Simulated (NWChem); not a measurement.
Species: CH₃FGe, singlet; SMILES [CH3][Ge][F]

Program: NWChem. Low-valent species are run as closed-shell singlets; no triplet was tried in these runs. The geometry was optimised at PBE0/def2-SVP. B3LYP is NWChem's, with the RPA form of VWN correlation. Ions are spin-unrestricted doublets at the neutral geometry; other ion states weren't tried.

Problem. Estimate the computed values for B3LYP/def2-SVP. Quantities: vertical ionisation energy, ΔSCF (eV); −ε(HOMO) (eV).

Solution. The vertical ionisation energy, ΔSCF (eV) is 9.18. The −ε(HOMO) (eV) is 6.57.
